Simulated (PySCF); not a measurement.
Distorted geometries of [Dy(OH)4]−

[Dy(OH)4]− (singlet in the valence; each metal's 4f electrons, 9 of them, lie in its core potential, out of spins and levels). PySCF 2.14.0, RKS r2SCAN, Dy lcecp-1-SVP with ECP55, O def2-SVP, H def2-SVP; non-relativistic Hamiltonian with scalar-relativistic core potentials where named; density fitting; no spin-orbit coupling. Relaxed geometry:

```xyz
9

Dy    0.0000    0.0000    0.0000
O     1.3435    1.0814    1.2249
H     1.9199    1.6053    1.7790
O    -1.3435   -1.0814    1.2249
H    -1.9199   -1.6053    1.7790
O     1.0814   -1.3435   -1.2249
H     1.6053   -1.9199   -1.7790
O    -1.0814    1.3435   -1.2249
H    -1.6053    1.9199   -1.7790
```

**Question.** Order these distorted geometries by energy above the relaxed one, lowest first.
A.
```xyz
9

Dy    0.0309   -0.1261    0.0909
O     1.3648    1.0351    1.0131
H     1.6635    1.6411    1.9418
O    -1.3168   -1.1435    1.2260
H    -1.9079   -1.6350    1.7286
O     1.2388   -1.1739   -1.1552
H     1.8284   -1.9279   -1.5445
O    -1.2849    1.3274   -1.2934
H    -1.6169    2.0028   -2.0075
```
B.
```xyz
9

Dy   -0.1138   -0.1311    0.1349
O     1.3758    1.0709    1.1972
H     1.8333    1.6319    1.7148
O    -1.3545   -1.0380    1.2275
H    -1.8471   -1.5412    1.8553
O     0.9824   -1.3510   -1.2877
H     1.6710   -1.8391   -1.8040
O    -1.0328    1.3013   -1.2226
H    -1.5143    1.8962   -1.8155
```
C.
```xyz
9

Dy    0.0539    0.0419    0.0196
O     1.3178    1.0479    1.1683
H     1.8707    1.6159    1.8352
O    -1.3276   -1.0471    1.1621
H    -1.9755   -1.6481    1.8095
O     1.0109   -1.2498   -1.2442
H     1.6080   -1.9820   -1.7315
O    -1.0384    1.2987   -1.2014
H    -1.5196    1.9225   -1.8176
```

**Answer.** B (0.97 eV), C (1.12 eV), A (1.76 eV).

**Question.** Which forces (eV/Å) act in the one that lies 0.97 eV up?

**Answer.** 
```
Dy   4.87  4.08 -4.75
O   -3.01 -3.50 -2.77
H    2.39  2.93  2.71
O   -3.28 -2.54  3.08
H   -0.61 -0.46  0.54
O    0.76 -0.82 -0.28
H   -1.12  0.80  0.85
O   -0.30 -0.08  0.21
H    0.30 -0.41  0.40
```
Forces carry noise of the integration grid, about 0.01 to 0.03 eV/Å.

No frequency check is given that shows the relaxed geometry to be a minimum. An lcecp potential fixes the number of 4f electrons, so in runs with it no electron can move into or out of that shell.
